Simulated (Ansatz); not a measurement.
Reactions of C$_{4}$H$_{9}$NO (`CCCC(N)=O`).

Computed with Ansatz on PBE0-D4/def2-TZVP structures; ΔE is electronic, products minus reactants. CCSD(T)/CBS adds triple-zeta CCSD(T) − MP2 to the extrapolated MP2 energy (def2 sets, frozen cores). This one scheme is used for every species. One conformer a species, not always the lowest.

Question: Order these by ΔE at CCSD(T)/CBS, lowest first. (An estimate is asked.)
A. `CCCC(N)=O` + `O[Si](O)(O)S` → `CCS[Si](O)(O)O` + `CC(N)=O`
B. `CCCC(N)=O` + `CCC(C)O` → `CCCCC(O)CC` + `NC=O`
C. `CCCC(N)=O` + `C=O` → `NC(=O)C=O` + `CCC`
D. `CCCC(N)=O` + `CC` → `CCCCC(N)=O` + CH₄
E. `CCCC(N)=O` + `OC(F)F` → `CCOC(F)F` + `CC(N)=O`

Answer: C (-18.4 kJ/mol), D (-9.6 kJ/mol), A (+8.2 kJ/mol), B (+26.7 kJ/mol), E (+40.6 kJ/mol).

Largest T1 diagnostic: 0.016, for `NC(=O)C=O`.
